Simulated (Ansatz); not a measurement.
Program: Ansatz. Geometries: PBE0-D4/def2-TZVP. ΔE: electronic, gas phase. CBS: MP2 limit from def2 TZ/QZ plus the TZ coupled-cluster correction, frozen cores. This one scheme is used for every species. Functionals use def2-TZVPP. B3LYP here is the variant with VWN-RPA as its local correlation; programs differ in this. Each species was taken in one conformer, which may not be the lowest.

Reaction (hydrogenolysis of a B–S bond): `CNB(F)S` + H₂ → `CNBF` + H₂S

Task: Is it downhill or uphill in electronic energy at CCSD(T)/CBS, and by how much? (Best estimate.)

Result: The calculation gave: Uphill: ΔE = +33.6 kJ/mol.

Task: What do these levels give: PBE0-D4, ωB97X-V, ωB97M-V, B2PLYP, r2SCAN, PBE0, B3LYP, SCS-MP2/def2-TZVPP, HF/def2-QZVPP, MP2/def2-QZVPP, SCS-MP2/def2-QZVPP, MP2/CBS(def2)? (Best estimate.)

Result: The calculation gave: PBE0-D4 37.1, ωB97X-V 32.8, ωB97M-V 33.0, B2PLYP 28.7, r2SCAN 40.4, PBE0 32.1, B3LYP 23.3, SCS-MP2/def2-TZVPP 31.3, HF/def2-QZVPP 10.5, MP2/def2-QZVPP 39.9, SCS-MP2/def2-QZVPP 32.2, MP2/CBS(def2) 41.1 kJ/mol.

Largest T1 diagnostic among the species: 0.012.

In def2-TZVPP, CCSD(T) changes the Hartree–Fock value by +20.0 kJ/mol (the triples alone add +5.2 kJ/mol) and MP2 by +27.6 kJ/mol. The D4 term adds +9.4 kJ/mol with B3LYP and +5.0 kJ/mol with PBE0; it sums over pairs of atoms, weighted by their polarisabilities, and B3LYP, whose exchange is more repulsive, gets the larger term.
